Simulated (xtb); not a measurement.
2-silylpropan-2-ol (C3H10OSi), SMILES [SiH3]C(C)(C)O. All values are semi-empirical tight-binding results from xtb (GFN2-xTB unless named), good for trends rather than for accurate numbers. Geometry optimised at GFN2-xTB. Other conformers were not sampled.

| Item | Result |
|---|---|
| point group as xtb finds it | Cs |
| orbital gap | 5.59 eV |
| dipole moment | 1.61 D |
| zero-point energy | 74.7 kcal/mol |
| G − E(el) at 298.15 K (modified RRHO) | 55.2 kcal/mol |
| static polarisability (D4 model) | 72.5 bohr³ |
| solvation energy, GFN2-xTB/ALPB(water) | -2.7 kcal/mol |
| solvation energy, GFN2-xTB/ALPB(toluene) | -3.5 kcal/mol |
